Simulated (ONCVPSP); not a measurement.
Ranking ONCV potentials for Tb

All share these settings but for the change named:

Tb, optimised norm-conserving Vanderbilt (ONCV), made with ONCVPSP 4.0.1 (revPBE, fully relativistic). Core [Kr] 4d10 4f8, reference 5s2 5p6 5d1.5 6s1.5. Waves: 5s+6s: rc 2.00 bohr, ncon 5, nbas 10, qcut 4.9 1/bohr, 2 projectors; 5p: rc 1.90 bohr, ncon 3, nbas 6, qcut 7.2 1/bohr, 2 projectors, debl 3.7 Ha; 5d: rc 2.40 bohr, ncon 4, nbas 9, qcut 4.1 1/bohr, 2 projectors, debl 2.1 Ha. Local part: polynomial inside 1.55 bohr (lpopt 5, dvloc0 4 Ha). Core correction: none.

Open shells are filled in proportion to 2j + 1.

Cutoff: the first of the cutoffs (Ha) at which the residual kinetic energy of the hardest occupied pseudo-wave falls to 1 and 0.1 mHa per electron; the density cutoff is not measured.

The base gives 16 Ha.

Of 9 variants that were run, those that failed, showed a ghost or another fault, or gave nearly equal values are left out.

Problem. Rank these variants from softest to hardest (loose cutoff).
A. s: qcut 3.2; p: qcut 4.7; d: qcut 2.7
B. s: qcut 5.7; p: qcut 8.3; d: qcut 4.7
C. s: qcut 3.7; p: qcut 5.4; d: qcut 3.1

Solution. B (20 Ha), C (49 Ha), A (62 Ha).
